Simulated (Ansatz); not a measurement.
Cost and result for the atomization energy of Cl2GeH6Si2 (`[SiH3][Ge]([SiH3])([Cl])[Cl]`) (11 atoms, 10 bonds).

```tsv
atom	x (Å)	y (Å)	z (Å)
Si1	-0.2050	-1.9415	-0.8940
Ge2	-0.1694	-0.1368	0.6678
Si3	0.4079	2.1062	0.0907
Cl4	-2.1496	-0.0514	1.5513
Cl5	1.1871	-0.7287	2.2549
H6	1.1545	-2.0982	-1.4698
H7	-1.1786	-1.6222	-1.9685
H8	-0.6109	-3.1662	-0.1638
H9	1.7914	2.1174	-0.4480
H10	0.3158	2.9296	1.3200
H11	-0.5433	2.5919	-0.9407
```

Charge 0, multiplicity 1. Correlated methods include outer-core shells of Ge, which these sets cover unevenly. Scalar relativity is left out up to krypton. All single points use the PBE0-D4/def2-TZVP geometry. Program: Ansatz. All runs use 4 threads of an Arm Neoverse V2 on a shared host. Times are those of one run each, without the atoms' runs, and a repeat can differ threefold. Electronic energies, without spin–orbit coupling; frozen cores. CCSD(T)/CBS adds CCSD(T) − MP2 in def2-TZVPP to the MP2 limit, and its time is that of the two runs behind it. T1 = 0.011. With those shells the extrapolation isn't a true limit. B3LYP takes the VWN-RPA correlation (the form of Gaussian; ORCA's B3LYP/G). HSE06 is the plane-wave form, built on full-range PBE exchange.

CCSD(T)/CBS is a level of theory with its own doubt, some kJ/mol a heavy atom from the limit and from the frozen cores, so smaller differences don't rank the functionals.

| level | functions | atomization (kJ/mol) | difference from CCSD(T)/CBS | per bond |
| --- | --- | --- | --- | --- |
| CAM-B3LYP-D4/def2-TZVPP | 300 | 3117.7 | -28.0 | -2.8 |
| B3LYP-D4/def2-TZVPP (with forces) | 300 | 3112.7 | -33.0 | -3.3 |
| BLYP-D4/def2-TZVPP | 300 | 3074.1 | -71.6 | -7.2 |
| LDA (SPW92)/def2-TZVPP | 300 | 3488.6 | 342.9 | 34.3 |
| r2SCAN-D4/def2-TZVPP (with forces) | 300 | 3148.8 | 3.1 | 0.3 |
| ωB97X-V/def2-TZVPP | 300 | 3171.2 | 25.5 | 2.5 |
| CCSD(T)/def2-TZVPP | 300 | 3063.8 | -81.9 | -8.2 |
| revPBE-D4/def2-TZVPP | 300 | 3061.6 | -84.1 | -8.4 |
| B97M-V/def2-TZVPP | 300 | 3176.1 | 30.4 | 3.0 |
| MP2/def2-QZVPP | 549 | 3114.3 | -31.4 | -3.1 |
| HSE06-D4/def2-TZVPP | 300 | 3108.1 | -37.6 | -3.8 |
| CCSD(T)/CBS(def2) | – | 3145.7 | 0.0 | 0.0 |
| CCSD(T)/def2-SVP | 134 | 2889.5 | -256.2 | -25.6 |

Problem. Order the runs by time, with rough figures. (Estimate.)

Solution. The calculation gave: LDA (SPW92)/def2-TZVPP 1.9 s; BLYP-D4/def2-TZVPP 3.4 s; revPBE-D4/def2-TZVPP 3.5 s; HSE06-D4/def2-TZVPP 7 s; CAM-B3LYP-D4/def2-TZVPP 7 s; r2SCAN-D4/def2-TZVPP (with forces) 8.5 s; CCSD(T)/def2-SVP 10 s; B3LYP-D4/def2-TZVPP (with forces) 12 s; ωB97X-V/def2-TZVPP 13 s; B97M-V/def2-TZVPP 17 s; MP2/def2-QZVPP 34 s; CCSD(T)/def2-TZVPP 6.5 min; CCSD(T)/CBS(def2) 7.1 min.

At CCSD(T), def2-SVP lies −256.3 kJ/mol from the extrapolated value and def2-TZVPP −82.0 kJ/mol: correlation converges slowly with the basis, and small sets miss more of it in the bonded molecule than in its fragments. Leaving LDA and LC-ωPBE aside and taking each functional with its dispersion term where it has one, the values spread over 114.4 kJ/mol, from revPBE-D4 to B97M-V. LDA lies +409.6 kJ/mol from PBE without D4, its usual overbinding. From BLYP to BHLYP (50 % exact exchange), in def2-TZVPP and without D4, the atomization energy moves by +33.6 kJ/mol.

For some Ge, Se and Sn compounds the MP2-based and the directly extrapolated limit differ by 10 to 25 kJ/mol.
